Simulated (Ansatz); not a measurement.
Gas-phase reaction R1 → P1 + P2, each structure at its B3LYP-D3(BJ)/def2-TZVP stationary point, reached from a drawn start (curvature not checked).
R1: H10Si4 (SMILES [SiH3][SiH]([SiH3])[SiH3]), charge 0, multiplicity 1.
P1: H9Si4 (SMILES [SiH3][Si]([SiH3])[SiH3]), charge 0, multiplicity 2.
P2: H atom, charge 0, multiplicity 2.

P less R. No zero-point or thermal terms; singlets are restricted closed shells; open shells are unrestricted.

Cores are frozen in the correlated methods.

The values were computed with Ansatz (an electronic-structure program). No computed number here is a measurement.

Total energies in hartree:

```csv
structure,PBE/def2-TZVPP,PBE0/def2-TZVPP,CCSD(T)/cc-pV(T+d)Z
R1,-1163.382351,-1163.509370,-1162.226510
P1,-1162.750909,-1162.875207,-1161.588096
P2,-0.499616,-0.501036,-0.499810
```

Question: Work out the reaction energy at each level in kJ/mol (1 hartree = 2625.49964 kJ/mol), and say how far PBE/def2-TZVPP lies from CCSD(T)/cc-pV(T+d)Z.

Answer: 
- PBE/def2-TZVPP: (-1162.750909) + (-0.499616) − (-1163.382351) = 0.131826 hartree = 346.1 kJ/mol
- PBE0/def2-TZVPP: (-1162.875207) + (-0.501036) − (-1163.509370) = 0.133127 hartree = 349.5 kJ/mol
- CCSD(T)/cc-pV(T+d)Z: (-1161.588096) + (-0.499810) − (-1162.226510) = 0.138604 hartree = 363.9 kJ/mol
PBE/def2-TZVPP less CCSD(T)/cc-pV(T+d)Z: -17.8 kJ/mol. CCSD(T)/cc-pV(T+d)Z is the level counted from, the highest shown, and no exact or measured value.
